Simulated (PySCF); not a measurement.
`[C@H]1(F)[C@](C=C)(F)COCO1`, C₆H₈F₂O₂

Molfile (atoms numbered from 1):
```
C6H8F2O2
     RDKit          3D

 18 18  0  0  0  0  0  0  0  0999 V2000
   -2.8575   -0.1269   -0.1734 C   0  0  0  0  0  0  0  0  0  0  0  0
   -1.6145   -0.4862   -0.4303 C   0  0  0  0  0  0  0  0  0  0  0  0
   -0.4096    0.2338    0.1026 C   0  0  1  0  0  0  0  0  0  0  0  0
   -0.7980    1.3659    0.7976 F   0  0  0  0  0  0  0  0  0  0  0  0
    0.4183   -0.6564    1.0460 C   0  0  0  0  0  0  0  0  0  0  0  0
    1.6518   -0.0583    1.3735 O   0  0  0  0  0  0  0  0  0  0  0  0
    2.3921    0.2412    0.2395 C   0  0  0  0  0  0  0  0  0  0  0  0
    1.7369    1.1680   -0.6044 O   0  0  0  0  0  0  0  0  0  0  0  0
    0.5131    0.7318   -1.0374 C   0  0  1  0  0  0  0  0  0  0  0  0
    0.6810   -0.3108   -1.9355 F   0  0  0  0  0  0  0  0  0  0  0  0
   -3.0820    0.7231    0.4480 H   0  0  0  0  0  0  0  0  0  0  0  0
   -3.6923   -0.6726   -0.5758 H   0  0  0  0  0  0  0  0  0  0  0  0
   -1.3812   -1.3337   -1.0573 H   0  0  0  0  0  0  0  0  0  0  0  0
   -0.1179   -0.7930    1.9859 H   0  0  0  0  0  0  0  0  0  0  0  0
    0.5790   -1.6290    0.5578 H   0  0  0  0  0  0  0  0  0  0  0  0
    3.3098    0.7308    0.5666 H   0  0  0  0  0  0  0  0  0  0  0  0
    2.6208   -0.6765   -0.3345 H   0  0  0  0  0  0  0  0  0  0  0  0
    0.0414    1.5551   -1.5874 H   0  0  0  0  0  0  0  0  0  0  0  0
  1  2  2  0
  2  3  1  0
  3  4  1  1
  3  5  1  0
  5  6  1  0
  6  7  1  0
  7  8  1  0
  8  9  1  0
  9 10  1  0
  9  3  1  0
  1 11  1  0
  1 12  1  0
  2 13  1  0
  5 14  1  0
  5 15  1  0
  7 16  1  0
  7 17  1  0
  9 18  1  6
M  END
```

Computed, not measured: GIAO PBE/pcSseg-1 magnetisability, rotational g tensor and spin-rotation constants, non-relativistic, gas phase in PySCF 2.14.0. Geometry: GFN2-xTB.

(1) Give the nuclear spin-rotation constants along the inertial axes (H = +C I·J) beside the isotropic shieldings.

Results:

(1) Rotational constants 2.1864, 1.1717, 0.9839 GHz. A star marks the isotopologue with that one atom substituted, in its own axes.
| atom | isotope | Caa (kHz) | Cbb (kHz) | Ccc (kHz) | mean (kHz) | σ (ppm) |
| --- | --- | --- | --- | --- | --- | --- |
| F4 | 19F | 1.747 | 0.650 | 0.573 | 0.990 | 358.9 |
| F10 | 19F | 1.097 | 1.033 | 1.148 | 1.093 | 323.2 |
| H11 | 1H | -0.200 | -0.036 | 0.004 | -0.077 | 25.7 |
| H12 | 1H | 0.077 | -0.099 | -0.073 | -0.032 | 26.0 |
| H13 | 1H | -0.216 | -0.033 | 0.011 | -0.079 | 25.4 |
| H14 | 1H | -0.180 | 0.042 | -0.104 | -0.080 | 27.4 |
| H15 | 1H | -0.232 | -0.084 | 0.025 | -0.097 | 27.4 |
| H16 | 1H | 0.095 | -0.108 | -0.083 | -0.032 | 26.5 |
| H17 | 1H | -0.163 | -0.063 | 0.005 | -0.073 | 26.0 |
| H18 | 1H | -0.159 | -0.076 | 0.015 | -0.073 | 25.8 |
| C1 | 13C* | 0.793 | 0.292 | 0.296 | 0.461 | 60.7 |
| C2 | 13C* | 0.788 | 0.349 | 0.345 | 0.494 | 40.8 |
| C3 | 13C* | 0.679 | 0.293 | 0.230 | 0.401 | 87.0 |
| C5 | 13C* | 0.418 | 0.307 | 0.249 | 0.325 | 106.4 |
| O6 | 17O* | -0.334 | -0.097 | -0.087 | -0.172 | 264.5 |
| C7 | 13C* | 0.611 | 0.285 | 0.250 | 0.382 | 89.8 |
| O8 | 17O* | -0.401 | -0.158 | -0.138 | -0.233 | 209.6 |
| C9 | 13C* | 0.652 | 0.352 | 0.279 | 0.428 | 66.9 |

For the geometry as given, no vibrational averaging.
